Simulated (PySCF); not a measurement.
# S⁺ (sulfur, charge +1): UHF calculation

Configuration: [Ne] 3s2 3p3, high-spin 4S determinant. Computed with PySCF 2.14 in aug-cc-pCVQZ-DK (10s9p7d5f3g, 134 functions), with the spin-free X2C one-electron Hamiltonian (Gaussian nucleus).

| Item | Value |
| --- | --- |
| Total energy | -398.255418 hartree |
| One-electron energy | -544.4146 hartree |
| Hartree (Coulomb) energy | 171.0600 hartree |
| Exchange energy | -24.9008 hartree |
| ⟨S²⟩ | 3.7509 |
| ⟨L²⟩ | 0.000 |
| Sum of ⟨r⟩ | 12.73 bohr |
| Sum of ⟨r²⟩ | 20.69 bohr² |
| Langevin diamagnetic susceptibility | -16.4 ×10⁻⁶ cm³/mol |

```tsv
shell	electrons	mean orbital energy (hartree)	rms radius, mean of both spins (bohr)
1s α	1	-92.73925	0.112
1s β	1	-92.70675	0.112
2s α	1	-9.49292	0.516
2s β	1	-9.46108	0.516
2p α	3	-7.13318	0.491
2p β	3	-7.07366	0.491
3s α	1	-1.41735	1.78
3s β	1	-1.07264	1.78
3p α	3	-0.86193	2.03
```

Densities and radii are taken from the X2C orbitals without a picture-change correction, which distorts them close to the nucleus.

Spin-orbit constants ζ (cm⁻¹) from the X2C one-electron operator on these orbitals: bare nucleus, nucleus screened by l(l+1)(2l+1)/3 electrons, and screened by the Breit-Pauli mean field of the electrons.

| shell | bare | screened nucleus | mean field |
| --- | --- | --- | --- |
| 2p | 7509 | 6570 | 6148 |
| 3p | 537.7 | 470.5 | 433.9 |
